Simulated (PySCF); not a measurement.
C5H12Si, charge +1, doublet (typed; the unrestricted solution is spin-contaminated), geometry from GFN2-xTB (a state made from the parent by changing its charge; the spin is typed, not shown lowest), with bond 18-6 at 1.5 times its length; PySCF with HF/STO-3G.

Here is a job for PySCF.
```python
from pyscf import gto, scf

mol = gto.M(
    atom='''
C     1.98742222   -0.71387019    1.21039640
C     1.55347815    0.02772452    0.23549644
Si   -0.40674766    0.15074491   -0.16653861
C    -0.62098056    1.98758016   -0.57878704
C    -1.51306925   -0.51904359    1.21237923
C    -0.22472511   -1.09503153   -1.63248113
H     3.02814494   -0.66592410    1.52054307
H     1.38616650   -1.39444468    1.79194372
H     2.13537443    0.66765115   -0.40495820
H    -1.65171731    2.18907041   -0.86195158
H     0.01401259    2.29848376   -1.40600822
H    -0.39466899    2.63030928    0.26936202
H    -1.34268535    0.00041892    2.15316636
H    -2.56436871   -0.38211288    0.96723872
H    -1.36417064   -1.58259184    1.38769868
H     0.45494310   -0.72256590   -2.39229668
H     0.11608295   -2.07310296   -1.30794618
H    -1.71073608   -1.25214825   -2.28467113
''',
    basis='sto-3g',
    charge=1,
    spin=1,
    verbose=4,
)

mf = scf.UHF(mol)
mf.kernel()
mo_i, mo_e, stable_i, stable_e = mf.stability(internal=True, external=True, return_status=True, nroots=6, tol=1e-6)
print('internally stable:', stable_i, ' externally stable:', stable_e)
if not stable_i:
    umf = mf.copy()
    umf.scf_summary = {}
    umf.kernel(umf.make_rdm1(mo_i, mf.mo_occ))
```

What the program printed (banner, timings and long lists left out):

```
PySCF version 2.14.0

[INPUT] verbose = 4
[INPUT] num. atoms = 18
[INPUT] num. electrons = 55
[INPUT] charge = 1
[INPUT] spin (= nelec alpha-beta = 2S) = 1
[INPUT] symmetry False subgroup None
[INPUT] Mole.unit = angstrom
[INPUT] Symbol           X                Y                Z      unit          X                Y                Z       unit  Magmom
[...]
nuclear repulsion = 294.255752688907
number of shells = 32
number of NR pGTOs = 138
number of NR cGTOs = 46
basis = sto-3g
ecp = {}

******** <class 'pyscf.scf.uhf.UHF'> ********
method = UHF
initial guess = minao
damping factor = 0
level_shift factor = 0
DIIS = <class 'pyscf.scf.diis.CDIIS'>
diis_start_cycle = 1
diis_space = 8
diis_damp = 0
SCF conv_tol = 1e-09
SCF conv_tol_grad = None
SCF max_cycles = 50
direct_scf = True
direct_scf_tol = 1e-13
number electrons alpha = 28  beta = 27
Set gradient conv threshold to 3.16228e-05
init E= -479.731914540259

cycle= 1 E= -479.205014535987  delta_E= 0.527  |g|= 0.206  |ddm|= 3.37
cycle= 2 E= -479.247759648592  delta_E= -0.0427  |g|= 0.0681  |ddm|= 0.401
cycle= 3 E= -479.253948009517  delta_E= -0.00619  |g|= 0.032  |ddm|= 0.142
cycle= 4 E= -479.256007350513  delta_E= -0.00206  |g|= 0.0199  |ddm|= 0.0751
cycle= 5 E= -479.257268409105  delta_E= -0.00126  |g|= 0.016  |ddm|= 0.0581
cycle= 6 E= -479.258680724292  delta_E= -0.00141  |g|= 0.0141  |ddm|= 0.0767
cycle= 7 E= -479.260127980034  delta_E= -0.00145  |g|= 0.0125  |ddm|= 0.087
cycle= 8 E= -479.262434339998  delta_E= -0.00231  |g|= 0.00703  |ddm|= 0.193
cycle= 9 E= -479.262907032369  delta_E= -0.000473  |g|= 0.00459  |ddm|= 0.0686
cycle= 10 E= -479.263094718873  delta_E= -0.000188  |g|= 0.00352  |ddm|= 0.0392
cycle= 11 E= -479.263236446835  delta_E= -0.000142  |g|= 0.00257  |ddm|= 0.0347
cycle= 12 E= -479.263357734659  delta_E= -0.000121  |g|= 0.00185  |ddm|= 0.0601
cycle= 13 E= -479.263360272824  delta_E= -2.54e-06  |g|= 0.00124  |ddm|= 0.0151
cycle= 14 E= -479.263384518025  delta_E= -2.42e-05  |g|= 0.00119  |ddm|= 0.0276
cycle= 15 E= -479.263392612569  delta_E= -8.09e-06  |g|= 0.000701  |ddm|= 0.00757
cycle= 16 E= -479.263399639467  delta_E= -7.03e-06  |g|= 0.000356  |ddm|= 0.0123
cycle= 17 E= -479.263401263181  delta_E= -1.62e-06  |g|= 0.000156  |ddm|= 0.0068
cycle= 18 E= -479.263401455525  delta_E= -1.92e-07  |g|= 9.18e-05  |ddm|= 0.00196
cycle= 19 E= -479.263401510241  delta_E= -5.47e-08  |g|= 4.21e-05  |ddm|= 0.000842
cycle= 20 E= -479.263401521636  delta_E= -1.14e-08  |g|= 2.17e-05  |ddm|= 0.000407
cycle= 21 E= -479.263401523404  delta_E= -1.77e-09  |g|= 1.15e-05  |ddm|= 0.000132
cycle= 22 E= -479.263401523981  delta_E= -5.78e-10  |g|= 6.13e-06  |ddm|= 7.05e-05
Extra cycle  E= -479.263401524073  delta_E= -9.2e-11  |g|= 4.87e-06  |ddm|= 1.39e-05
converged SCF energy = -479.263401524073  <S^2> = 0.99931846  2S+1 = 2.2354583
uhf_internal: lowest eigs of H = [0.05738282 0.19986272 0.21647144 0.24381294 0.35752807 0.37068637]
<class 'pyscf.scf.uhf.UHF'> wavefunction is stable in the internal stability analysis
uhf_real2complex: lowest eigs of H = [0.04863068 0.14913557 0.1805063  0.1865136  0.23672932 0.24810784]
<class 'pyscf.scf.uhf.UHF'> wavefunction is stable in the real -> complex stability analysis
uhf_external: lowest eigs of H = [1.64951249e-06 1.51098153e-02 3.30000219e-02 1.11323454e-01
 1.33024370e-01 1.77209594e-01]
<class 'pyscf.scf.uhf.UHF'> wavefunction is stable in the UHF/UKS -> GHF/GKS stability analysis
internally stable: True  externally stable: True
```
